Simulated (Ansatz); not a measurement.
A nudged elastic band was laid between two geometries of H$_{3}$NOSn (6 atoms, charge 0, multiplicity 1).

These are results of RKS revPBE/def2-SVP in Ansatz, not measurements.

```json
{
  "movable images": "5",
  "climbing image": "yes",
  "spring": "5.0 eV/Å²",
  "optimiser": "quadratic models (default)",
  "start path": "IDPP",
  "force threshold": "0.05 eV/Å",
  "iteration limit": "60",
  "end points": "relaxed"
}
```

Initial state:

```xyz
6
Properties=species:S:1:pos:R:3
N -0.683 0.036 -0.843
Sn 0.713 -1.323 -0.126
O 1.321 -0.225 1.488
H -1.247 -0.134 -1.683
H -0.917 0.952 -0.444
H 0.854 0.630 1.562
```

Final state:

```xyz
6
Properties=species:S:1:pos:R:3
N -0.663 0.048 -0.859
Sn 0.722 -1.317 -0.132
O 1.287 -0.246 1.515
H -0.915 0.953 -0.446
H -1.205 -0.109 -1.716
H 0.817 0.607 1.592
```

**Question.** Which bonds break or form, and what moves?

**Answer.** No bond is made or broken. The dihedral H4–N1–Sn2–O3 goes from -180 to 0°. The two ends are copies of one structure, up to a mirror image or an exchange of like atoms.

**Question.** Give the energies along the band, and the barrier.

**Answer.** The run converged. The highest image is number 3 of 0 to 6, 7.6 kcal/mol above the ends, which have the same energy within 2 meV. A vibrational analysis at the climbing image gives one clearly imaginary mode, 286i cm⁻¹: a first-order saddle point.

```json
{"image": "0", "path coordinate (Å)": "0.00", "energy (kcal/mol)": "0.0", "dihedral H4–N1–Sn2–O3 (°)": "-180"}
{"image": "1", "path coordinate (Å)": "0.56", "energy (kcal/mol)": "1.7", "dihedral H4–N1–Sn2–O3 (°)": "-167"}
{"image": "2", "path coordinate (Å)": "1.13", "energy (kcal/mol)": "5.7", "dihedral H4–N1–Sn2–O3 (°)": "-150"}
{"image": "3", "path coordinate (Å)": "1.69", "energy (kcal/mol)": "7.6", "dihedral H4–N1–Sn2–O3 (°)": "-122"}
{"image": "4", "path coordinate (Å)": "2.26", "energy (kcal/mol)": "5.7", "dihedral H4–N1–Sn2–O3 (°)": "-85"}
{"image": "5", "path coordinate (Å)": "2.82", "energy (kcal/mol)": "1.7", "dihedral H4–N1–Sn2–O3 (°)": "-39"}
{"image": "6", "path coordinate (Å)": "3.39", "energy (kcal/mol)": "0.0", "dihedral H4–N1–Sn2–O3 (°)": "0"}
```

**Question.** What is the geometry of the highest image?

**Answer.** 
```xyz
6
Properties=species:S:1:pos:R:3
N -0.323 0.622 -0.617
Sn 1.221 -0.826 -0.245
O 0.343 -1.229 1.546
H -0.844 0.412 -1.486
H 0.067 1.566 -0.786
H -0.423 -0.610 1.542
```

**Question.** What are the harmonic wavenumbers there?

**Answer.** 286i, 155, 475, 561, 570, 587, 667, 829, 1492, 3349, 3436, 3586 cm⁻¹.

The band took 11 iterations and about 90 core-seconds.

Time of the run: 87 s on 1 CPU thread of a shared host.
